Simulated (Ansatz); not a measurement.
K₆F₅⁺, relaxed as a singlet with RKS PBE0-D4/def2-SVP in Ansatz, starting from the GFN1-xTB geometry. Force threshold 0.02 eV/Å.

The structure comes from a short search, and lower isomers may exist.

Start:

```xyz
11

K    -2.771    1.820   -0.901
K     1.816   -1.652    1.245
K    -0.762   -1.410   -1.168
K     0.522    1.754    0.485
K     2.586   -0.109   -1.899
K    -1.978   -0.167    2.279
F    -0.898    0.853   -1.699
F     1.488   -1.984   -1.256
F    -1.913    1.819    1.212
F     2.467    0.628    0.342
F    -0.556   -1.551    1.361
```

```json
{"step": "1", "energy (eV)": "-111479.8300", "largest force component (eV/Å)": "1.851", "SCF passes": "17"}
{"step": "2", "energy (eV)": "-111480.5520", "largest force component (eV/Å)": "0.561", "SCF passes": "23"}
{"step": "3", "energy (eV)": "-111480.7130", "largest force component (eV/Å)": "0.132", "SCF passes": "18"}
{"step": "4", "energy (eV)": "-111480.7964", "largest force component (eV/Å)": "0.172", "SCF passes": "18"}
{"step": "5", "energy (eV)": "-111480.8787", "largest force component (eV/Å)": "0.120", "SCF passes": "18"}
{"step": "6", "energy (eV)": "-111480.9467", "largest force component (eV/Å)": "0.112", "SCF passes": "18"}
{"step": "7", "energy (eV)": "-111481.0025", "largest force component (eV/Å)": "0.083", "SCF passes": "18"}
{"step": "8", "energy (eV)": "-111481.0056", "largest force component (eV/Å)": "0.029", "SCF passes": "18"}
{"step": "9 (rejected)", "energy (eV)": "-111480.9985", "largest force component (eV/Å)": "0.090", "SCF passes": "18"}
{"step": "10", "energy (eV)": "-111481.0066", "largest force component (eV/Å)": "0.013", "SCF passes": "19"}
```

Force components are those of the run's own axes.

End:

```xyz
11

K    -2.4082    2.2028   -1.3244
K     2.1863   -1.7657    1.0328
K    -0.8862   -1.5917   -0.9375
K     0.3602    1.4437    0.8631
K     2.0972    0.1478   -2.1307
K    -2.2977   -0.2112    2.6610
F    -0.4002    0.8469   -1.6112
F     1.4174   -2.0534   -1.2828
F    -2.2559    1.4867    0.9634
F     2.4983    0.5365    0.2539
F    -0.3112   -1.0423    1.5124
```

Bonds formed: K4–F11, K5–F7 (atoms count from 1). Metal–metal contacts that move far: K2–K6 4.20 to 5.02 Å.

No frequencies were taken in this run, so the end may be a saddle point.

It took 94 s on 4 threads of Arm Neoverse V2 on a shared host, peak host memory 0.91 GiB.
